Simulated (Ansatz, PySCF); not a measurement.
Reaction R1 → 2 P1, each structure at its B3LYP-D3(BJ)/def2-TZVP stationary point, reached from a drawn start (curvature not checked).
R1, As4 (SMILES [As]12[As]3[As]1[As]23) (charge 0, multiplicity 1):
```xyz
4

As     0.867     0.867     0.867
As     0.867    -0.867    -0.867
As    -0.867     0.867    -0.867
As    -0.867    -0.867     0.867
```
P1: As2 (SMILES [As]#[As]), charge 0, multiplicity 1.

```json
[
 {"level": "HF/cc-pVDZ", "reaction energy (eV)": "1.847", "minus CCSD(T)/CBS(cc-pVTZ, cc-pVQZ)": "-0.698"},
 {"level": "PBE/def2-TZVPP", "reaction energy (eV)": "2.833", "minus CCSD(T)/CBS(cc-pVTZ, cc-pVQZ)": "0.289"},
 {"level": "revPBE/def2-TZVPP", "reaction energy (eV)": "2.594", "minus CCSD(T)/CBS(cc-pVTZ, cc-pVQZ)": "0.050"},
 {"level": "revPBE-D3(BJ)/def2-TZVPP", "reaction energy (eV)": "2.892", "minus CCSD(T)/CBS(cc-pVTZ, cc-pVQZ)": "0.348"},
 {"level": "revPBE-D4/def2-TZVPP", "reaction energy (eV)": "2.935", "minus CCSD(T)/CBS(cc-pVTZ, cc-pVQZ)": "0.390"},
 {"level": "B97M-V/def2-TZVPP", "reaction energy (eV)": "2.871", "minus CCSD(T)/CBS(cc-pVTZ, cc-pVQZ)": "0.326"},
 {"level": "B3LYP-D3(BJ)/def2-TZVPP", "reaction energy (eV)": "2.524", "minus CCSD(T)/CBS(cc-pVTZ, cc-pVQZ)": "-0.021"},
 {"level": "B3LYP-D4/def2-TZVPP", "reaction energy (eV)": "2.489", "minus CCSD(T)/CBS(cc-pVTZ, cc-pVQZ)": "-0.055"},
 {"level": "PBE0/def2-TZVPP", "reaction energy (eV)": "3.013", "minus CCSD(T)/CBS(cc-pVTZ, cc-pVQZ)": "0.468"},
 {"level": "PBE0-D4/def2-TZVPP", "reaction energy (eV)": "3.151", "minus CCSD(T)/CBS(cc-pVTZ, cc-pVQZ)": "0.606"},
 {"level": "BHLYP/def2-TZVPP", "reaction energy (eV)": "2.372", "minus CCSD(T)/CBS(cc-pVTZ, cc-pVQZ)": "-0.173"},
 {"level": "M06-2X/def2-TZVPP", "reaction energy (eV)": "3.155", "minus CCSD(T)/CBS(cc-pVTZ, cc-pVQZ)": "0.611"},
 {"level": "CAM-B3LYP/def2-TZVPP", "reaction energy (eV)": "2.352", "minus CCSD(T)/CBS(cc-pVTZ, cc-pVQZ)": "-0.193"},
 {"level": "B2PLYP/def2-TZVPP", "reaction energy (eV)": "2.295", "minus CCSD(T)/CBS(cc-pVTZ, cc-pVQZ)": "-0.249"},
 {"level": "B2PLYP-D3(BJ)/def2-TZVPP", "reaction energy (eV)": "2.480", "minus CCSD(T)/CBS(cc-pVTZ, cc-pVQZ)": "-0.064"},
 {"level": "MP2/cc-pVDZ", "reaction energy (eV)": "1.937", "minus CCSD(T)/CBS(cc-pVTZ, cc-pVQZ)": "-0.608"},
 {"level": "MP2/CBS(cc-pVTZ, cc-pVQZ)", "reaction energy (eV)": "2.863", "minus CCSD(T)/CBS(cc-pVTZ, cc-pVQZ)": "0.319"},
 {"level": "CCSD(T)/cc-pVDZ", "reaction energy (eV)": "1.661", "minus CCSD(T)/CBS(cc-pVTZ, cc-pVQZ)": "-0.884"},
 {"level": "CCSD(T)/cc-pVQZ", "reaction energy (eV)": "2.420", "minus CCSD(T)/CBS(cc-pVTZ, cc-pVQZ)": "-0.125"},
 {"level": "CCSD(T)/CBS(cc-pVTZ, cc-pVQZ)", "reaction energy (eV)": "2.544", "minus CCSD(T)/CBS(cc-pVTZ, cc-pVQZ)": "0.000"}
]
```

 The comparison column counts from a level with limits of its own.

P less R. No zero-point or thermal terms; no spin–orbit coupling.

Correlated levels freeze the cores. In cc and def2 sets filled d and f shells under p-block atoms count as core. CBS: X⁻³ extrapolation of the correlation energy, Hartree–Fock from the larger set.

The values were computed with Ansatz (Gaussian basis) for Hartree–Fock, density functionals and correlated methods; PySCF for M06-2X and the D3/D4 terms. All values are computed, each at the level named.

Ansatz is a program for electronic structure.
